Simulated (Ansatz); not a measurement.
Consider the homolysis of the Ge–N bond: `Cl[SiH2][NH][GeH2][Cl]` → `[Cl][GeH2]`• + `[NH][SiH2]Cl`•.

Program: Ansatz. Geometries: PBE0-D4/def2-TZVP. ΔE: electronic, gas phase. CCSD(T)/CBS is the MP2 limit (def2-TZVPP, def2-QZVPP) plus CCSD(T) − MP2 in def2-TZVPP, frozen cores. DFT in def2-TZVPP. B3LYP here is the variant with VWN-RPA as its local correlation; programs differ in this. No spin–orbit coupling; open shells (•) take unrestricted orbitals. For Ge outer-core shells are correlated without core-valence functions, which leaves a few kJ/mol of doubt a bond. Scalar relativity is left out up to krypton. One conformer a species, not always the lowest.

| level | ΔE (kJ/mol) | difference from CCSD(T)/CBS |
| --- | --- | --- |
| PBE-D4 | 400.7 | -35.0 |
| r2SCAN-D4 | 392.7 | -43.0 |
| PBE0-D4 | 406.9 | -28.8 |
| B3LYP-D4 | 397.9 | -37.8 |
| ωB97X-V | 422.4 | -13.3 |
| ωB97M-V | 416.7 | -19.0 |
| B2PLYP | 406.9 | -28.8 |
| PBE | 389.2 | -46.5 |
| r2SCAN | 389.4 | -46.3 |
| PBE0 | 396.6 | -39.1 |
| B3LYP | 379.5 | -56.2 |
| HF/def2-TZVPP | 302.5 | -133.2 |
| MP2/def2-TZVPP | 455.2 | 19.5 |
| SCS-MP2/def2-TZVPP | 442.2 | 6.5 |
| CCSD/def2-TZVPP | 413.9 | -21.8 |
| CCSD(T)/def2-TZVPP | 424.2 | -11.5 |
| HF/def2-QZVPP | 301.8 | -133.9 |
| MP2/def2-QZVPP | 461.6 | 25.9 |
| SCS-MP2/def2-QZVPP | 449.2 | 13.5 |
| HF/CBS(def2) | 301.7 | -134.0 |
| MP2/CBS(def2) | 466.7 | 31.0 |
| CCSD/CBS(def2) | 425.4 | -10.3 |
| CCSD(T)/CBS | 435.7 | 0 |

Largest T1 diagnostic among the species: 0.013.

In def2-TZVPP, CCSD(T) changes the Hartree–Fock value by +121.6 kJ/mol (the triples alone add +10.3 kJ/mol) and MP2 by +152.6 kJ/mol; breaking electron pairs costs correlation energy, which Hartree–Fock lacks. The D4 term adds +18.4 kJ/mol with B3LYP and +10.3 kJ/mol with PBE0; it sums over pairs of atoms, weighted by their polarisabilities, and B3LYP, whose exchange is more repulsive, gets the larger term. From PBE to PBE0 (25 % exact exchange), in def2-TZVPP and without D4, ΔE moves by +7.4 kJ/mol.
